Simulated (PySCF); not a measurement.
How the method changes the constants of CuBr

State: ¹Σ⁺ (singlet), closed shell. Set-up: PySCF, no relativity, basis sets Cu def2-TZVPPD, Br def2-TZVPPD. De refers to Cu (3d10 4s1) + Br in their high-spin ground configurations, without counterpoise correction. A positive dipole means Cu(−)Br(+).

| Level | Re (Å) | ωe (cm⁻¹) | De (eV) | μ (D) |
| --- | --- | --- | --- | --- |
| RHF | 2.309 | 267 | n/a | -6.87 |
| RHF-MP2 | 2.181 | 314 | n/a | n/a |
| RHF-SCS-MP2 | 2.208 | 302 | n/a | n/a |
| RHF-CCSD | 2.231 | 294 | 3.30 | n/a |
| RHF-CCSD(T) | 2.220 | 297 | 3.39 | n/a |
| PBE | 2.198 | 304 | 3.44 | -4.25 |
| PBEsol | 2.169 | 318 | 3.70 | -4.17 |
| PW91 | 2.196 | 305 | 3.45 | -4.22 |
| BP86 | 2.198 | 304 | 3.38 | -4.21 |
| r²SCAN | 2.183 | 313 | 3.51 | -4.62 |
| PBE0 | 2.205 | 302 | 3.37 | -5.03 |
| MN15 | 2.203 | 306 | 3.35 | -5.19 |
| M06-2X | 2.268 | 287 | 3.28 | -5.57 |
| ωB97X-V | 2.208 | 306 | 3.50 | -5.40 |

Question: Which functional lies closest to RHF-CCSD(T) in De, which farthest, and by how much do they differ from it?

Answer: Closest is BP86 (-2.2 pm in Re, +2.4 % in ωe, -0.01 eV in De against RHF-CCSD(T) in the same basis), farthest PBEsol (-5.1 pm in Re, +7.1 % in ωe, +0.31 eV in De). CCSD(T) converges more slowly with the basis than the functionals do and binds too weakly in this one, so the order can change at the basis-set limit.

Question: What does the step from GGA to meta-GGA do here, going from PBE to r²SCAN?

Answer: r²SCAN less PBE: -1.5 pm in Re, +3.0 % in ωe, +0.07 eV in De. 

Question: What does the triples do here, going from RHF-CCSD to RHF-CCSD(T)?

Answer: RHF-CCSD(T) less RHF-CCSD: -1.1 pm in Re, +1.0 % in ωe, +0.09 eV in De. Correlation nearly always deepens the well. The bond shortens, as in weak, metallic or heavy-atom bonds, where dispersion and the correlation of outer-core electrons pull the atoms together.

Correlated steps freeze 14 core orbitals. Where the molecule has an RHF reference, its open-shell atoms are computed with UHF. The CCSD T1 diagnostic is raised, a sign that a single reference may not be enough here.

The whole job (state search and all levels along the bond) took about 31 min on 2 threads of Arm Neoverse V1 (shared host), peak memory 6 GiB.
